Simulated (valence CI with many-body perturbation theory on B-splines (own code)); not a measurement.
Results of a calculation; reference values are marked as such.
**Sensitivity of CI+MBPT for Ga XXVI**

Method: valence CI with perturbative core correlation (CI+MBPT): four valence electrons over a frozen Dirac-Fock core [He], radial functions for each j: 6 s, 6 p, 5 d, 3 f, 1 g, with the one-electron correlation potential Σ1, the two-electron term Σ2, the three-electron term Σ3, Breit, model QED; selected CI, second order for the rest, scaled by the run's own slope (own B-spline code, finite nucleus).

No measured spectrum was set against this ion. As an estimate, levels of excited configurations hold to 0.05 to 0.15 % of their energy, terms of the ground configuration to about 0.5 %.

The reference run has the lowest level 2s2.2p2 3P_0 and an ionisation energy of 2547.71 eV. Its largest variational space holds 11575 state functions.

Names give the largest LS component (configuration and term), which can be under half, so a name can repeat, a term be missing and a line seem to break the LS rules; names also repeat where a configuration has a term twice.

Changed runs:
A. size limit of the variational space 10000 → 3000; second order for the rest on → off
B. highest l with Σ1, explicit Σ2 and valence Breit (higher l get mean screening factors) 3 → 1
C. natural orbitals for correlation on → off; cutoff of virtual states (hartree) 1922 → 5640
D. size limit of the variational space 10000 → 300; second order for the rest on → off (bad on purpose)

Excitation energies of the reference run in cm⁻¹, and shifts in cm⁻¹:

```csv
Level,Reference,A,B,C,D
2s2.2p2 3P_1,186746,+797,-20,-375,+2238
2s2.2p2 3P_2,251156,+805,+16,+552,+2843
2s2.2p2 1D_2,491969,+801,+5.0,+962,+2957
2s2.2p2 1S_0,651828,-1.8,+140,+1430,+331
2s.2p3 5S°_2,769159,+428,-55,-4296,+2193
2s.2p3 3D°_1,1098900,+419,+124,+2248,+4701
2s.2p3 3D°_2,1124060,+645,+63,+1388,+5264
2s.2p3 3D°_3,1195030,+729,+61,+1495,+3408
2s.2p3 3P°_0,1335630,+5.7,+161,+2442,+496
2s.2p3 3P°_1,1359670,+412,+171,+2478,+5840
2s.2p3 3P°_2,1401530,+706,+134,+2814,+6976
2s.2p3 3S°_1,1528050,+548,+192,+5087,+7104
Ionisation energy (eV),2547.71,-0.00047,-0.02,-0.48,-0.29
```
